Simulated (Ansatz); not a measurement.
System: CH6BO2Si (charge 0, doublet). It need not be the lowest isomer of its formula. SMILES: B(O)(O)[SiH2][CH2]
Geometry from a B3LYP-D3(BJ)/def2-TZVP (Ansatz, an electronic-structure program) optimisation:
```xyz
11

C     -2.2527    -0.0813     0.3477
Si    -0.6598    -0.9748     0.0643
B      0.8715     0.3664    -0.1213
O      2.1319    -0.0971    -0.3359
O      0.6826     1.7201    -0.0384
H     -2.8981     0.2423    -0.4620
H     -2.6177     0.1712     1.3375
H     -0.7642    -1.7905    -1.1731
H     -0.3933    -1.8845     1.2083
H      2.7870     0.6104    -0.4100
H     -0.2341     1.9705     0.1143
```
Charge 0, spin multiplicity 2.

Quantity: atomisation energy (electronic, to ground-state atoms), in kJ/mol. Cores are frozen in the correlated levels unless marked. UHF or UKS for open shells. No spin-orbit coupling. No relativistic terms. The coupled-cluster limit lacks core correlation, which all-electron functionals hold. CBS marks a two-point X^-3 extrapolation of the correlation energy; Hartree-Fock from the larger set.

| level | program | atomisation energy (kJ/mol) |
|---|---|---|
| BLYP-D4/def2-TZVPD | Ansatz + dftd4 | 4122.1 |
| B97M-V/def2-TZVPD | Ansatz | 4137.6 |
| PBE0-D4/def2-TZVPD | Ansatz + dftd4 | 4123.6 |
| PBE0/def2-TZVP | Ansatz | 4105.2 |
| r2SCAN0/def2-TZVPD | Ansatz | 4084.2 |
| SCS-MP2/cc-pV(D+d)Z | Ansatz | 3826.9 |

Estimate the value at CCSD(T)/CBS(cc-pV(T+d)Z,cc-pV(Q+d)Z) as computed with Ansatz.

4130.2 kJ/mol, so SCS-MP2/cc-pV(D+d)Z differs from it by -303.3 kJ/mol.
